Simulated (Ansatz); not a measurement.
Geometry optimisation, RKS B3LYP-D4/def2-mTZVP (Ansatz 0.2.0).

Input:

```yaml
crystal:
  periodic: [false, false, false]
  atoms:
    - { symbol: Ga, position_ang: [0.0, 0.0, 0.0] }
    - { symbol: H, position_ang: [0.0, 0.0, 1.92] }
    - { symbol: H, position_ang: [1.3596, 0.0, -0.785] }
    - { symbol: "N", position_ang: [-1.6714, 0.0, -0.965] }
    - { symbol: H, position_ang: [-2.3403, -0.8164, -0.8664] }
    - { symbol: H, position_ang: [-1.9204, 0.8164, -1.5936] }
    - { symbol: P, position_ang: [-0.3239, 2.4364, 0.8167] }
    - { symbol: H, position_ang: [-1.6437, 2.8657, 0.5159] }
    - { symbol: H, position_ang: [-0.1153, 2.4977, 2.2199] }
    - { symbol: H, position_ang: [-0.1292, 0.9716, 1.9729] }
basis:
  gaussian: { orbitals: def2-mTZVP }
hamiltonian:
  xc: b3lyp
  dispersion: d4
relax:
  f_tol: 0.15
  max_steps: 25
  restrain:
    - { distance: [0, 6], at: 2.29, k: 30.0 }
    - { distance: [9, 1], at: 0.66, k: 30.0 }
    - { distance: [0, 1], at: 2.77, k: 30.0 }
    - { distance: [9, 6], at: 2.62, k: 30.0 }
output:
  orbitals: {}
```

Command:

```bash
$ ansatz run input.yaml --threads 2 --pin off --max-ram 3072MiB --backend cpu --events-out ev --progress --plain --runs-dir out
```

Problem. Where does it end, and by what steps?

Solution. The run converged. The restraints hold the end off the free minimum. After 12 steps the energy has fallen by 3.177 eV (the restraints' own energy left out); H9 moved furthest, 0.96 Å. Joined: H2–H10 (0.98 → 0.71 Å).

```tsv
step	energy less start (eV)	largest force component (eV/Å)	accepted
0	0.0000	1.891	yes
1	-0.8301	2.964	yes
2	-1.5285	3.010	yes
3	-2.1803	3.016	yes
4	-2.6735	1.543	yes
5	-2.8435	1.526	yes
6	-3.0016	1.182	yes
7	-3.0947	1.296	yes
8	-3.1439	1.345	yes
9	-3.1652	1.394	yes
10	-3.1594	1.219	no
11	-3.1729	1.379	yes
12	-3.1769	1.407	yes
```

```xyz
10
Properties=species:S:1:pos:R:3
Ga -0.118 0.671 -0.347
H -0.470 0.069 2.339
H 1.190 -0.185 -0.430
N -1.641 -0.031 -1.086
H -1.684 -0.937 -1.528
H -2.534 0.438 -1.106
P -0.246 2.813 0.484
H -1.446 2.611 1.221
H 0.611 2.591 1.596
H -0.448 0.734 2.092
```

The run took 30 s on 2 threads of Arm Neoverse V2, with other jobs on the host, peak memory 0.21 GiB.
